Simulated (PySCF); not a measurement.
A geometry optimisation, step by step.

Compound: CH4B3Cl3.
Numbering: `[BH2:1][C@H:2]([BH:3][Cl:4])[B:5]([Cl:6])[Cl:7]` (hydrogens: H8, H9 on B1; H10 on C2; H11 on B3)

Computed by this run: PySCF, PBE0-D3(BJ)/def2-SVP geometry optimisation, gas phase; density fitting, grid level 1; the optimiser is geomeTRIC in internal coordinates, started from a GFN2-xTB structure with every atom displaced at random (about 0.01 Å). The frame can shift and turn from step to step; on so coarse a grid that alone can change the energy by a few meV, and forces under 0.02 eV/Å are noise.

Step 0: E = -40671.9383 eV, largest atomic force 1.505 eV/Å
```
atom  x, y, z in Å  |  force x, y, z in eV/Å
B1     -1.004   -0.968   -0.554    0.605   1.371   0.136
C2     -0.016    0.248   -0.366    0.048  -0.286   0.144
B3      1.382   -0.441   -0.143   -0.839   0.389   0.493
Cl4     2.616   -0.295   -1.333    0.480   0.021  -0.528
B5     -0.443    1.105    0.884    0.389  -0.816  -0.669
Cl6    -0.501    0.477    2.483   -0.016  -0.435   0.824
Cl7    -0.867    2.760    0.668   -0.209   0.855  -0.232
H8     -1.566   -1.050   -1.582   -0.363  -0.224  -0.729
H9     -1.209   -1.699    0.325   -0.149  -0.858   0.795
H10     0.008    0.884   -1.242   -0.015   0.253  -0.513
H11     1.638   -1.048    0.846    0.071  -0.272   0.280
```

Step 1: E = -40672.0313 eV, largest atomic force 0.494 eV/Å
```
atom  x, y, z in Å  |  force x, y, z in eV/Å
B1     -1.276   -0.610   -0.375    0.044  -0.479  -0.115
C2      0.012    0.259   -0.422    0.090   0.258  -0.081
B3      1.174   -0.766   -0.276    0.348   0.108  -0.021
Cl4     2.411   -0.829   -1.523   -0.141  -0.040   0.080
B5     -0.003    1.144    0.862   -0.364   0.212   0.250
Cl6     0.050    0.492    2.498    0.074   0.150  -0.246
Cl7    -0.235    2.891    0.686    0.171  -0.363   0.049
H8     -1.955   -0.655   -1.374   -0.127   0.076   0.099
H9     -1.534   -1.323    0.569   -0.030   0.173  -0.048
H10     0.085    0.866   -1.334    0.015  -0.020   0.044
H11     1.325   -1.488    0.671   -0.080  -0.074  -0.012
```

Step 2: E = -40672.0573 eV, largest atomic force 0.196 eV/Å
```
atom  x, y, z in Å  |  force x, y, z in eV/Å
B1     -1.264   -0.642   -0.406   -0.011  -0.042   0.137
C2      0.010    0.264   -0.428   -0.068  -0.057  -0.113
B3      1.192   -0.742   -0.266    0.049  -0.052  -0.030
Cl4     2.428   -0.827   -1.507   -0.055   0.036   0.034
B5     -0.044    1.137    0.866    0.060   0.169   0.079
Cl6     0.052    0.514    2.502   -0.050  -0.046  -0.095
Cl7    -0.191    2.881    0.687   -0.004  -0.064  -0.011
H8     -2.007   -0.678   -1.357    0.064   0.064  -0.033
H9     -1.521   -1.316    0.560    0.022  -0.032   0.001
H10     0.090    0.881   -1.331    0.007   0.011   0.005
H11     1.308   -1.493    0.663   -0.015   0.013   0.026
```

Step 3: E = -40672.0608 eV, largest atomic force 0.076 eV/Å
```
atom  x, y, z in Å  |  force x, y, z in eV/Å
B1     -1.259   -0.650   -0.393   -0.021   0.070   0.001
C2      0.009    0.262   -0.431   -0.037  -0.001   0.006
B3      1.194   -0.740   -0.258    0.003   0.009  -0.048
Cl4     2.415   -0.816   -1.510    0.029  -0.015   0.015
B5     -0.048    1.145    0.857    0.053   0.001   0.001
Cl6     0.027    0.491    2.479   -0.040   0.026   0.059
Cl7    -0.182    2.888    0.686    0.001  -0.040  -0.003
H8     -1.987   -0.661   -1.355   -0.013  -0.023  -0.002
H9     -1.520   -1.328    0.570    0.038  -0.026  -0.021
H10     0.088    0.872   -1.338   -0.011  -0.017  -0.007
H11     1.315   -1.484    0.677    0.000   0.017  -0.001
```

Step 4: E = -40672.0631 eV, largest atomic force 0.036 eV/Å
```
atom  x, y, z in Å  |  force x, y, z in eV/Å
B1     -1.258   -0.651   -0.390    0.006   0.007  -0.033
C2      0.008    0.263   -0.432    0.033  -0.013   0.002
B3      1.194   -0.737   -0.266    0.003   0.007   0.035
Cl4     2.428   -0.821   -1.506   -0.009   0.014  -0.008
B5     -0.045    1.145    0.859   -0.013  -0.008  -0.012
Cl6    -0.003    0.502    2.487   -0.006  -0.007   0.012
Cl7    -0.175    2.885    0.680    0.017   0.019  -0.006
H8     -1.990   -0.659   -1.349   -0.029  -0.011   0.013
H9     -1.502   -1.346    0.564    0.015  -0.007  -0.012
H10     0.083    0.876   -1.338   -0.014  -0.002  -0.001
H11     1.313   -1.477    0.673   -0.002   0.000   0.010
```

Step 5: E = -40672.0641 eV, largest atomic force 0.046 eV/Å
```
atom  x, y, z in Å  |  force x, y, z in eV/Å
B1     -1.255   -0.655   -0.394    0.024  -0.038   0.003
C2      0.007    0.263   -0.433   -0.035  -0.010   0.003
B3      1.196   -0.734   -0.261    0.007   0.034   0.017
Cl4     2.428   -0.804   -1.502    0.017  -0.015  -0.003
B5     -0.049    1.145    0.857   -0.029  -0.016  -0.021
Cl6    -0.038    0.506    2.488    0.006  -0.010  -0.007
Cl7    -0.151    2.887    0.673    0.017   0.036  -0.001
H8     -2.003   -0.669   -1.342    0.000   0.025   0.004
H9     -1.479   -1.362    0.556   -0.008  -0.010   0.004
H10     0.083    0.875   -1.339   -0.001   0.005   0.003
H11     1.316   -1.471    0.680    0.002  -0.001  -0.001
```

Step 6: E = -40672.0655 eV, largest atomic force 0.050 eV/Å
```
atom  x, y, z in Å  |  force x, y, z in eV/Å
B1     -1.253   -0.669   -0.396    0.025  -0.036   0.004
C2      0.000    0.262   -0.437   -0.040  -0.007  -0.027
B3      1.199   -0.720   -0.256    0.003   0.012   0.048
Cl4     2.441   -0.795   -1.486    0.000   0.002  -0.014
B5     -0.061    1.148    0.851    0.017  -0.033  -0.023
Cl6    -0.077    0.506    2.480   -0.005   0.009   0.003
Cl7    -0.118    2.891    0.665    0.001   0.029   0.006
H8     -2.015   -0.676   -1.332    0.007   0.026   0.002
H9     -1.454   -1.394    0.545   -0.017  -0.009   0.008
H10     0.071    0.875   -1.343    0.001   0.009  -0.002
H11     1.319   -1.447    0.693    0.007  -0.002  -0.005
```

Step 7: E = -40672.0664 eV, largest atomic force 0.056 eV/Å
```
atom  x, y, z in Å  |  force x, y, z in eV/Å
B1     -1.247   -0.695   -0.397    0.011   0.029  -0.014
C2     -0.009    0.256   -0.439   -0.032  -0.030   0.036
B3      1.207   -0.704   -0.244   -0.019   0.021   0.011
Cl4     2.447   -0.770   -1.477    0.016  -0.009  -0.006
B5     -0.075    1.150    0.844    0.037  -0.017  -0.027
Cl6    -0.137    0.525    2.478   -0.007  -0.018  -0.010
Cl7    -0.074    2.892    0.645   -0.010   0.036   0.001
H8     -2.022   -0.675   -1.322   -0.007  -0.015   0.006
H9     -1.429   -1.446    0.528   -0.006  -0.001   0.002
H10     0.056    0.867   -1.346    0.003   0.001   0.003
H11     1.337   -1.419    0.712    0.011   0.004  -0.002
```

Step 8: E = -40672.0667 eV, largest atomic force under 0.02 eV/Å
```
atom  x, y, z in Å  |  force x, y, z in eV/Å
B1     -1.247   -0.696   -0.396    0.000   0.013   0.006
C2     -0.009    0.255   -0.441   -0.013  -0.010  -0.006
B3      1.209   -0.701   -0.243   -0.003   0.004   0.003
Cl4     2.450   -0.772   -1.475    0.002   0.001  -0.003
B5     -0.073    1.151    0.840    0.000  -0.007  -0.004
Cl6    -0.141    0.519    2.472    0.003   0.007   0.006
Cl7    -0.076    2.895    0.645    0.000  -0.003   0.002
H8     -2.026   -0.679   -1.318    0.003  -0.006  -0.002
H9     -1.428   -1.445    0.531   -0.001  -0.001  -0.002
H10     0.054    0.865   -1.349    0.004   0.000  -0.002
H11     1.342   -1.412    0.716    0.006   0.002   0.000
```

Question: Summarise the path.

Answer: The energy falls by 2.96 kcal/mol from step 0 to step 8; nine tenths of that is first reached at step 2. It falls at every step. The largest force goes from 1.505 to under 0.02 eV/Å. Among the bonds B1–H9 changes most, from 1.162 to 1.205 Å; the atoms move by 0.101 Å rms after alignment.

Question: Follow the three bonds and two angles with the largest change from start to end.

Answer: 
| step | E above end (kcal/mol) | largest force (eV/Å) | B1–H9 (Å) | B5–Cl7 (Å) | B1–H8 (Å) | B3–C2–B5 (°) | B1–C2–B5 (°) |
| --- | --- | --- | --- | --- | --- | --- | --- |
| 0 | 2.96 | 1.505 | 1.162 | 1.722 | 1.174 | 111.5 | 110.1 |
| 1 | 0.82 | 0.494 | 1.211 | 1.771 | 1.208 | 107.7 | 106.5 |
| 2 | 0.22 | 0.196 | 1.206 | 1.759 | 1.207 | 107.5 | 106.5 |
| 3 | 0.14 | 0.076 | 1.206 | 1.756 | 1.207 | 107.4 | 106.3 |
| 4 | 0.08 | 0.036 | 1.206 | 1.754 | 1.207 | 107.4 | 106.3 |
| 5 | 0.06 | 0.046 | 1.205 | 1.754 | 1.207 | 107.3 | 106.4 |
| 6 | 0.03 | 0.050 | 1.205 | 1.754 | 1.207 | 106.9 | 106.6 |
| 7 | 0.01 | 0.056 | 1.205 | 1.754 | 1.207 | 106.4 | 107.0 |
| 8 | 0.00 | under 0.02 | 1.205 | 1.755 | 1.207 | 106.2 | 107.0 |

What follows is the cost of the whole optimisation. On one thread of an Arm Neoverse V1, shared host, this took 74 s of wall time and 0.52 GiB of memory at its peak.
